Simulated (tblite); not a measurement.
Compound: C4H5N3O2Si.
Atom-mapped SMILES: `[O:1]=[CH:2][c:3]1[n:4][n:5]([SiH3:6])[n:7][c:8]1[CH:9]=[O:10]` (hydrogens: H11 on C2; H12, H13, H14 on Si6; H15 on C9)

The geometry is computed with GFN2-xTB (gas phase).

Q: What internal coordinates does the optimisation give?

A: 
```tsv
bond	length (Å)
O1=C2, C9=O10	1.202
C2–C3	1.457
C3–N4, N7–C8	1.328
N4–N5, N5–N7	1.313
N5–Si6	1.781
C8–C9	1.466
C3–C8	1.428
C2–H11, C9–H15	1.105
Si6–H12, Si6–H13, Si6–H14	1.458
```

Bonds in one row agree within 0.01 Å and their mean is given. A selection of angles:
```tsv
angle	degrees
O1–C2–C3	125.1
O1–C2–H11	122.3
C3–C2–H11	112.7
C2–C3–N4	122.2
C2–C3–C8	130.7
N4–C3–C8	107.1
C3–N4–N5	105.8
N4–N5–Si6	124.5
N4–N5–N7	114.1
Si6–N5–N7	121.3
N5–Si6–H12	102.4
N5–Si6–H13	105.0
H12–Si6–H13	114.7
H13–Si6–H14	113.2
N7–C8–C9	124.7
C3–C8–C9	128.4
C8–C9–H15	112.4
O10–C9–H15	122.5
```

Dihedral angles: O1–C2–C3–N4 180° (antiperiplanar); N7–C8–C9–O10 0° (synperiplanar).

The 3 C–C bonds span 1.428 Å (C3–C8, aromatic) to 1.466 Å (C8–C9, drawn single), a spread of 0.038 Å. Of the pairs four or more bonds apart, O1···H15 is among the closest relative to their van der Waals radii: 2.46 Å, 90 % of the sum of Bondi's values. N5 (pyrrole-type nitrogen) is planar (angles 124.5°, 121.3° and 114.1°, sum 360.0°, 0.00 Å off the plane of its three neighbours). The 5-membered ring C3–N4–N5–N7–C8 has internal angles of 105.8° to 114.1°; it is planar, 0.00 Å rms from its mean plane, widest ring torsion 0°. The 10 heavy atoms lie in one plane (0.001 Å rms). Si6 (SiH3 silicon) is distorted tetrahedral (angles from 102.4° to 115.0°).

Its GFN2-xTB frequencies are all real (lowest 22 cm⁻¹). The numbers are those of one conformer. 3 starts were optimised and ended at 0.00, 1.69 and 3.28 kcal/mol (GFN2-xTB); the lowest of these is shown.
